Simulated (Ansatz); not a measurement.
## Telling isomers of C4H4Be apart by their spectra

These gas-phase data were calculated for one isomer of C4H4Be at PBE0-D3(BJ)/def2-SVP (harmonic, unscaled wavenumbers; equilibrium rotational constants with average atomic masses):

- rotational constants: 13.03, 6.367, 4.277 GHz
- all wavenumbers above 1500 cm⁻¹: 3262, 3262, 3141, 3127, 1619, 1556
- dipole moment: 0.64 D (PBE0/def2-TZVPD)

Candidates:

(1) `[BeH][C]#CC=C`, a singlet
(2) `[Be]1[CH]=CC=[CH]1`, a singlet

Q: Which structure fits?

A: Candidate (2). No mode falls between 2050 and 2400 cm⁻¹, where the C≡C stretch of (1) would stand.

The same quantities for all candidates:

```tsv
	rotational constants (GHz)	wavenumbers above 1500 cm⁻¹	dipole (D)	E above the lowest, PBE0-D3(BJ)/def2-SVP (kcal/mol)
(1)	43.53, 2.363, 2.242	3288, 3181, 3170, 2262, 2186, 1696	1.82	3.1
(2)	13.03, 6.367, 4.277	3262, 3262, 3141, 3127, 1619, 1556	0.64	0.0
```

Harmonic stretches to hydrogen usually lie a few per cent above observed fundamentals. Programs: Ansatz 0.2.0.
